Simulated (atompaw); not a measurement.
Before and after: PAW (atompaw) potential for gadolinium

- Element: Gd
- Generator: atompaw 4.2.0.5
- Type: PAW
- Functional: LDA (PW92)
- Relativity: scalar-relativistic
- Frozen core: [Xe] 4f7
- Valence charge: 3
- Reference configuration: 5d1 6s2 6p0
- Partial waves: 6s (bound): rc 3.00 bohr; 6s channel at 0.15 Ry: rc 3.00 bohr; 6p (bound, empty): rc 3.00 bohr; 6p channel at 0.25 Ry: rc 3.00 bohr; 5d (bound): rc 3.00 bohr; 5d channel at 3.1 Ry: rc 3.00 bohr; 5f channel at -0.05 Ry: rc 3.00 bohr; 5f channel at 0.7 Ry: rc 3.00 bohr
- Local potential: troulliermartins scheme with l = 4 at 0 Ry, radius 2.85 bohr
- Core correction: smooth core density matched at 1.65 bohr
- Augmentation charge: besselshape compensation charge, radius 2.90 bohr; PAW radius 3.00 bohr; waves and projectors: custom polynom2 7 10 vanderbiltortho

Change: local potential troulliermartins scheme with l = 4 at 0 Ry, radius 1.60 bohr.

Cutoffs: the cutoffs (Ry, on a coarse ladder) from which the occupation-weighted sum of valence levels, in a spherical-Bessel basis at the reference potential, stays within 10 and 1 mRy of its value at 400 Ry; they do not see the model core or the augmentation charge, which bear on the density cutoff.

What does the change do?

The potential gets neither clearly harder nor softer (10 Ry and 21 Ry → 10 Ry and 21 Ry); both files keep a bound ghost (f, p, s); the range in which the d phases agree narrows (upper end at the end of the scan → 2.4).

```tsv
quantity	base	changed
cutoff, loose	10 Ry	10 Ry
cutoff, tight	21 Ry	21 Ry
bound ghosts	p, s, f	s, p, f
s: phases at 3.00 bohr within 0.05 rad from the reference energy up to (Ry; the scan ends near 5)	3.4	4.4
p: phases at 3.00 bohr within 0.05 rad from the reference energy up to (Ry; the scan ends near 5)	to the end of the scan	4.0
d: phases at 3.00 bohr within 0.05 rad from the reference energy up to (Ry; the scan ends near 5)	to the end of the scan	2.4
f: phases at 3.00 bohr within 0.05 rad from the reference energy up to (Ry; the scan ends near 5)	1.2	1.2
lowest overlap eigenvalue by channel	s 0.40, p 0.76, d 0.84, f 1.00	s 0.16, p 0.75, d 0.83, f 1.00
```

 A true bound ghost makes a file unfit for plane-wave use even where its test errors are small: the radial tests pick states by their node count and pass the ghost by. The cutoffs see the waves, projectors and local potential, not the compensation charge or the core.
